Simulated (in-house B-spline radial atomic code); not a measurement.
# RPA and G0W0 on TPSS: S4+

Configuration [Ne] 3s2, mean-field start TPSS. Computed with an all-electron radial atomic-structure program (B-spline basis): all electrons, scalar-relativistic (spin-free one-electron X2C), finite nucleus, each spin shell either full or empty, empty states to l = 9 with an (l + 1/2)⁻⁴ tail; G0W0 by contour deformation at full frequency.

Command:
```bash
python run_gw.py task.json out
```
Settings (radii: box in bohr, nucleus in fm):
```
Z                        16
electrons                12
configuration            [Ne] 3s2
hamiltonian              x2c
method                   tpss,tpss
lmax                     9
rms_radius               3.2611
spin_polarised           False
box_radius               11.96
intervals                69
ion_configuration        [Ne] 3s1
```

Time taken, with all properties: 3.4 s on 1 thread of Arm Neoverse N1 (shared host).

Energies (hartree):

```tsv
term	value
mean-field total	-394.96988
Hartree-Fock functional on these orbitals	-394.45024
direct second order	-0.86364
second-order exchange	0.31682
SOSEX correction	0.28003
```

(1) What is the RPA correlation energy, and what remains with SOSEX?

Quasi-particle levels (eV):

| level | occupied | mean field | Σx - vxc | Σc | QP weight | G0W0 |
| --- | --- | --- | --- | --- | --- | --- |
| 3s | yes | -66.00 | -4.99 | ? | ? | ? |
| 2p | yes | -216.78 | -24.44 | 4.95 | 0.891 | -236.27 |
| 3p | no | -53.32 | 7.39 | -1.93 | 0.938 | -47.86 |

G0W0 = mean field + (Σx - vxc) + Σc, with Σc (partial-wave tail included) taken at the quasi-particle energy. Levels of low weight are left out.

(2) Where does G0W0 put 3s?

(3) What does it cost to remove one electron (to [Ne] 3s1) by differences of total energies, each species on its own start (correlation terms add to the Hartree-Fock functional)?

## Answers

(1) RPA gives -0.75337 hartree (-1.71 eV per electron); RPA + SOSEX gives -0.47334, and the second-order doubles -0.54683 hartree (no singles). SOSEX takes back 37 % of the RPA value.

(2) At -73.10 eV, with Σc = -2.12 eV and a quasi-particle weight of 0.951. The tabulated removal energy is 72.594 eV (NIST, measured); the calculation leaves out spin-orbit coupling, Breit and QED terms, and what these don't explain is the method's own error.

(3) TPSS 72.26 eV, Hartree-Fock functional 70.79 eV, + RPA 73.15 eV, + RPA + SOSEX 72.52 eV, + second order 73.30 eV. Tabulated: 72.594 eV (NIST, measured); the calculation leaves out spin-orbit coupling, Breit and QED terms, and what these don't explain is the method's own error.
